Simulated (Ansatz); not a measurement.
A CCSD(T) single point on C2H7BSSi, SMILES `BSC(=C)[SiH3]`.

```yaml
crystal:
  periodic: [false, false, false]
  atoms:
    - {symbol: B, position_ang: [-1.345776, 1.897463, -0.152088]}
    - {symbol: S, position_ang: [-1.430773, 0.513197, 0.919695]}
    - {symbol: C, position_ang: [-0.098929, -0.573553, 0.504932]}
    - {symbol: C, position_ang: [0.007486, -1.698793, 1.213698]}
    - {symbol: Si, position_ang: [1.127599, -0.196328, -0.860053]}
    - {symbol: H, position_ang: [-2.191182, 2.719670, 0.016251]}
    - {symbol: H, position_ang: [-0.504234, 2.008114, -0.987920]}
    - {symbol: H, position_ang: [0.800950, -2.410319, 1.012976]}
    - {symbol: H, position_ang: [-0.686415, -1.948622, 2.012198]}
    - {symbol: H, position_ang: [1.871307, 1.058189, -0.584747]}
    - {symbol: H, position_ang: [0.451628, -0.083438, -2.176496]}
    - {symbol: H, position_ang: [2.075138, -1.340879, -0.884547]}
basis:
  gaussian: {orbitals: def2-TZVPP}
correlation: {method: ccsd_t}
```

```sh
$ ansatz run in.yaml --threads 4 --pin off --events-out ev --progress --plain --max-ram 10444MiB
```

Log, shortened:

```
Functional definition: HF
1594 factors; integrals over basis functions are off by at most 7.0e-4 eV
mean field evaluation 1: about -21520.9304 eV, gradient 2.8e1 eV
mean field evaluation 2: about -21521.2471 eV, gradient 2.8e1 eV
mean field evaluation 4: about -21524.2446 eV, gradient 4.2e0 eV
mean field evaluation 8: about -21524.3176 eV, gradient 2.5e-1 eV
mean field -21524.31813556 eV, -791.0041017752 hartree, gradient 4.8e-6 eV, S^2 0.000000; 0 other end points of the search recorded, 0 dependent functions left out
13 core orbitals not correlated: weight in the atoms' cores, before any rotation towards them, 1.000 or more for the frozen orbitals, at most 0.000 for the correlated occupied ones
reference -21524.31813556 eV, -791.0041017752 hartree; 14, 14 occupied and 248, 248 virtual orbitals, 1594 factors
second order -19.85278009 eV of doubles, -0.00000000 eV of singles
cycle   1  -20.75600272 eV  change   -9.0e-1 eV  update   1.1e-1
cycle   2  -21.38953130 eV  change   -6.3e-1 eV  update   3.5e-2
cycle   3  -21.50964724 eV  change   -1.2e-1 eV  update   1.8e-2
cycle   4  -21.50033945 eV  change    9.3e-3 eV  update   5.5e-3
cycle   5  -21.49930929 eV  change    1.0e-3 eV  update   2.9e-3
cycle   6  -21.49966440 eV  change   -3.6e-4 eV  update   9.8e-4
cycle   7  -21.49932579 eV  change    3.4e-4 eV  update   4.2e-4
cycle   8  -21.49938466 eV  change   -5.9e-5 eV  update   1.5e-4
cycle   9  -21.49940430 eV  change   -2.0e-5 eV  update   5.2e-5
cycle  10  -21.49937306 eV  change    3.1e-5 eV  update   1.5e-5
perturbative correction -1.00990764 eV, -0.0371134214 hartree
Total energy: -21546.82741627 eV, -791.8313025838 hartree
```

Hardware: 4 threads of an Arm Neoverse V1 on a shared host. Wall time 3.3 min, peak host memory 7.1 GiB.

MP2 recovers 88.2 % of the CCSD(T) correlation energy and the triples give 4.5 %; T1 = 0.0142.
